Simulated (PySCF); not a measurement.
Compound: C₅H₉FO₂.
SMILES with atom numbers: `[F:1][CH2:2][CH:3]1[CH2:4][O:5][CH2:6][O:7][CH2:8]1` (hydrogens: H9, H10 on C2; H11 on C3; H12, H13 on C4; H14, H15 on C6; H16, H17 on C8)

Structure optimised with GFN2-xTB, isolated species.

**Question.** List the bond lengths, angles and torsions at this level.

**Answer.** 
| bond | length (Å) |
| --- | --- |
| F1–C2 | 1.374 |
| C2–C3 | 1.523 |
| C3–C4, C3–C8 | 1.536 |
| C4–O5, O7–C8 | 1.413 |
| O5–C6, C6–O7 | 1.395 |
| C2–H9, C2–H10 | 1.095 |
| C3–H11 | 1.094 |
| C4–H12, C8–H16 | 1.092 |
| C4–H13, C8–H17 | 1.101 |
| C6–H14 | 1.111 |
| C6–H15 | 1.092 |

Bonds in one row agree within 0.01 Å and their mean is given. A selection of angles:
| angle | degrees |
| --- | --- |
| F1–C2–C3 | 110.8 |
| C2–C3–C4 | 112.0 |
| C4–C3–C8 | 106.9 |
| C3–C4–O5 | 110.3 |
| C4–O5–C6 | 111.3 |
| O5–C6–O7 | 113.1 |

Dihedral angles: F1–C2–C3–C4 60° (synclinal); C2–C3–C4–O5 -177° (antiperiplanar); C3–C4–O5–C6 57° (synclinal); C4–O5–C6–O7 -60° (synclinal); O5–C6–O7–C8 60° (synclinal); C6–O7–C8–C3 -57° (synclinal); C2–C3–C8–O7 177° (antiperiplanar).

Of the pairs four or more bonds apart, F1···H17 is among the closest relative to their van der Waals radii: 2.57 Å, 96 % of the sum of Bondi's values. The 6-membered ring C3–C4–O5–C6–O7–C8 has internal angles of 106.9° to 113.1° (sum 663°, against 720° for a flat polygon); it is puckered, 0.23 Å rms from its mean plane, widest ring torsion 60°. O5 (cyclic ether oxygen) is bent (angle 111.3°).

Point group: Cs (every atom within 0.08 Å of its image). No frequency check. The numbers are those of one conformer.

All values are computed, not measured.
